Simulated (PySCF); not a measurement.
Bond curve of Sb₂⁺

Set-up: basis Sb cc-pVDZ-PP with ECP28; scalar-relativistic core potentials; PySCF 2.14. Energies in eV from Sb⁺ + Sb in their ground configurations at the same level. All curves are PBE0. state 1: ²Πu (doublet), unpaired electrons π ↑; state 2: doublet, unpaired electrons σ ↑, a second solution, started from another occupation; state 3: ⁴Πg (quartet), unpaired electrons π ↑↑↑, a second solution, started from another occupation; state 4: Ms = 0.5 determinant of mixed spin (⟨S²⟩ near 1.8), unpaired electrons π ↑↑↓, a mixture of terms (⟨Lz²⟩ = 3.0), a second solution, started from another occupation.

| R (Å) | state 1 | state 2 | state 3 | state 4 |
| --- | --- | --- | --- | --- |
| 2.238 | -1.744 | -1.770 | 0.700 | 1.101 |
| 2.342 | -2.565 | -2.288 | -0.567 | -0.175 |
| 2.446 | -2.996 | -2.477 | -1.405 | -1.021 |
| 2.524 | -3.135 | -2.474 | -1.823 | -1.444 |
| 2.602 | -3.159 | -2.420 | -2.104 | -1.729 |
| 2.680 | -3.095 | -2.340 | -2.277 | -1.907 |
| 2.784 | -2.912 | -2.215 | -2.381 | -2.015 |
| 2.914 | -2.583 | -2.047 | -2.365 | -2.003 |
| 3.070 | -2.107 | -1.851 | -2.209 | -1.851 |
| 3.279 | -1.433 | -1.617 | -1.877 | -1.521 |

Q: Put a parabola through the three lowest points of the state 1 curve and estimate Re, k and ωe (reduced mass 60.45 u; 1 eV/Å² = 0.16022 mdyn/Å; ωe = 1302.8·√(k/μ) cm⁻¹).

A: Through R = 2.524, 2.602, 2.68 Å the second-order coefficient is 7.23 eV/Å², so Re ≈ 2.584 Å, k ≈ 2.32 mdyn/Å and ωe ≈ 255 cm⁻¹. A polynomial fit of higher order to the unrounded PBE0 energies gives Re = 2.581 Å, k = 2.46 mdyn/Å, ωe = 263 cm⁻¹; anharmonicity and rounding make the difference.

The higher-order fit for each curve: state 1: Re = 2.581 Å, ωe = 263 cm⁻¹, De = 3.16 eV; state 3: Re = 2.832 Å, ωe = 193 cm⁻¹, minimum 2.39 eV below the ground-state fragments; state 4: Re = 2.836 Å, ωe = 193 cm⁻¹, minimum 2.03 eV below the ground-state fragments. State 2 gave no clean fit.

⟨S²⟩ of the unrestricted solution departs from its pure value on part of the curve, where spin states mix. Spin–orbit coupling is left out, which matters for elements this heavy, above all for dissociation energies. The state is the lowest determinant that a PBE0 search found; another state may lie lower at other levels.
